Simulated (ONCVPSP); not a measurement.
# An all-electron radial function and its pseudo partner (Cd)

Columns: radius, all-electron u(r) and pseudo u(r) of the 4p shell (level -67.51 eV) of cadmium in the configuration [Ar] 3d10 4s2 4p6 4d10 5s1.75 5p0.25; PBE, scalar-relativistic, ONCV scheme, ONCVPSP 4.0.1.

```json
{"r (bohr)": "0.085", "all-electron": "0.3727", "pseudo": "0.0319"}
{"r (bohr)": "0.170", "all-electron": "-0.2839", "pseudo": "0.1231"}
{"r (bohr)": "0.255", "all-electron": "-0.6341", "pseudo": "0.2620"}
{"r (bohr)": "0.340", "all-electron": "-0.4574", "pseudo": "0.4313"}
{"r (bohr)": "0.425", "all-electron": "-0.0284", "pseudo": "0.6109"}
{"r (bohr)": "0.510", "all-electron": "0.4208", "pseudo": "0.7809"}
{"r (bohr)": "0.595", "all-electron": "0.7789", "pseudo": "0.9244"}
{"r (bohr)": "0.680", "all-electron": "1.0151", "pseudo": "1.0298"}
{"r (bohr)": "0.765", "all-electron": "1.1371", "pseudo": "1.0908"}
{"r (bohr)": "0.850", "all-electron": "1.1697", "pseudo": "1.1077"}
{"r (bohr)": "0.935", "all-electron": "1.1390", "pseudo": "1.0848"}
{"r (bohr)": "1.020", "all-electron": "1.0687", "pseudo": "1.0302"}
{"r (bohr)": "1.105", "all-electron": "0.9765", "pseudo": "0.9531"}
{"r (bohr)": "1.190", "all-electron": "0.8751", "pseudo": "0.8629"}
{"r (bohr)": "1.275", "all-electron": "0.7730", "pseudo": "0.7674"}
{"r (bohr)": "1.360", "all-electron": "0.6751", "pseudo": "0.6731"}
{"r (bohr)": "1.445", "all-electron": "0.5846", "pseudo": "0.5840"}
{"r (bohr)": "1.530", "all-electron": "0.5028", "pseudo": "0.5027"}
{"r (bohr)": "1.615", "all-electron": "0.4301", "pseudo": "0.4300"}
{"r (bohr)": "1.700", "all-electron": "0.3663", "pseudo": "0.3662"}
{"r (bohr)": "1.785", "all-electron": "0.3108", "pseudo": "0.3107"}
{"r (bohr)": "1.870", "all-electron": "0.2629", "pseudo": "0.2629"}
{"r (bohr)": "1.955", "all-electron": "0.2219", "pseudo": "0.2218"}
{"r (bohr)": "2.040", "all-electron": "0.1869", "pseudo": "0.1868"}
{"r (bohr)": "2.125", "all-electron": "0.1571", "pseudo": "0.1571"}
{"r (bohr)": "2.210", "all-electron": "0.1319", "pseudo": "0.1319"}
```

Question: How many radial nodes do the two functions have?

Answer: The all-electron 4p function has n − l − 1 = 2; the pseudo-wave has 0, since the states of the same l below it are removed with the core.

Question: At about which radius was the pseudo-wave matched?

Answer: 1.65 bohr. The columns agree to 0.0005 from 1.53 bohr on; several derivatives are matched, so the curves merge somewhat inside the radius.

Question: Is the pseudo-wave norm-conserving?

Answer: Yes: the ONCV scheme keeps the norm inside the radius equal to the all-electron one, which fixes the energy derivative of the logarithmic derivative at the level.
